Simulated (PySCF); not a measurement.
Computed IR spectrum (relative IR intensity) of a molecule C3H7O, multiplicity 2. The structure is a stationary point at TPSSh-D3(BJ)/def2-SVP. One conformer was computed; it need not be the lowest. Method: TPSSh-D3(BJ)/def2-SVP (PySCF 2.14.0). Frequencies are harmonic and unscaled.

Lines under 2 % of the strongest are left out, and lines within 2 cm⁻¹ are merged.

ν (cm⁻¹): 146 (vw), 196 (vw), 204 (vw), 348 (w), 448 (w), 519 (m), 837 (w), 924 (w), 1035 (m), 1103 (vw), 1144 (vs), 1174 (w), 1218 (s), 1292 (m), 1376 (m), 1442 (w), 1476 (w), 1504 (w), 2945 (s), 2966 (s), 2991 (m), 3027 (s), 3132 (m), 3136 (w), 3254 (w) (against the strongest line: vs over 80 %, s over 45 %, m over 15 %, w over 4 %, vw less)

### Question
Which structure fits?
A) [CH2]COC
B) C[CH]CO
C) [CH2]OCC
D) [CH2]C(C)O

### Answer
A, [CH2]COC
